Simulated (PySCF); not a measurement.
C₄H₁₀BN, SMILES CNB1CCC1.

Coordinates come from a PBE0-D3(BJ)/def2-SVP optimisation. The geometry has at least one imaginary mode, so it is a saddle point at that level. The structure was generated by enumeration, and PubChem lists no compound with its InChIKey, so it may never have been made. One conformer was computed; it need not be the lowest.

Vertical ionisation energy (IE) and electron affinity (EA) in eV. Rows of orbital energies are one-electron estimates. Where ΔSCF, EOM or ADC give a negative EA the extra electron is unbound and the value depends on the basis.

| level | IE | EA |
|---|---|---|
| −ε(HOMO), −ε(LUMO), PBE0/def2-TZVP (PySCF) | (withheld) | (withheld) |
| −ε(HOMO), −ε(LUMO), PBE/def2-TZVP (PySCF) | 6.14 | 0.22 |

Task: Fill in the missing entries. (The exact figures need the calculation; the answer reports its results.)

Result: 
- −ε(HOMO), −ε(LUMO), PBE0/def2-TZVP (PySCF), IE: 7.44
- −ε(HOMO), −ε(LUMO), PBE0/def2-TZVP (PySCF), EA: -0.76
